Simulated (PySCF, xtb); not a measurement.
FeO4, SMILES [O]=[Fe]1(=[O])[O][O]1, multiplicity 1.

Harmonic wavenumbers (cm⁻¹) from GFN2-xTB in xtb 6.7.1 at its own minimum, in rising order: 271, 284, 331, 370, 550, 563, 1024, 1212, 1228.

Problem. What does TPSSh-D3(BJ)/def2-SVP run with PySCF 2.14.0 give at its own minimum? (An estimate is asked for; the answer gives what the named calculation found.)

Solution. 257, 268, 332, 333, 594, 609, 1021, 1042, 1086. Paired by order, the mean absolute difference is 53 cm⁻¹ and the zero-point energies are 8.3 and 7.9 kcal/mol.
